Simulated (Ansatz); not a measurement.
Reaction (redistribution): `[F][Ga]([F])[O][SiH3]` + trimethylsilanol → `[OH][Ga]([F])[O][SiH3]` + `C[Si](C)(C)F`

Program: Ansatz. Geometries: PBE0-D4/def2-TZVP. ΔE: electronic, gas phase. CBS: MP2 limit from def2 TZ/QZ plus the TZ coupled-cluster correction, frozen cores. Functionals use def2-TZVPP. For Ga outer-core shells are correlated without core-valence functions, which leaves a few kJ/mol of doubt a bond. Scalar relativity is left out up to krypton. One conformer a species, not always the lowest.

| level | ΔE (kcal/mol) | difference from CCSD(T)/CBS |
| --- | --- | --- |
| PBE-QIDH | -7.9 | 0.9 |
| PBE | -8.3 | 0.5 |
| revPBE | -8.1 | 0.7 |
| BLYP | -8.6 | 0.2 |
| r2SCAN | -8.3 | 0.5 |
| PBE0 | -8.1 | 0.7 |
| LC-ωPBE | -7.9 | 0.9 |
| MP2/def2-TZVPP | -7.9 | 0.9 |
| HF/def2-QZVPP | -7.3 | 1.5 |
| MP2/CBS(def2) | -8.8 | 0.0 |
| CCSD(T)/CBS | -8.8 | 0 |

Largest T1 diagnostic among the species: 0.014.

Leaving LDA and LC-ωPBE aside and taking each functional with its dispersion term where it has one, the values, not all of them listed here, spread over 0.8 kcal/mol, from CAM-B3LYP-D4 to revPBE-D4. At CCSD(T), def2-SVP lies +2.0 kcal/mol from the extrapolated value and def2-TZVPP +0.9 kcal/mol.
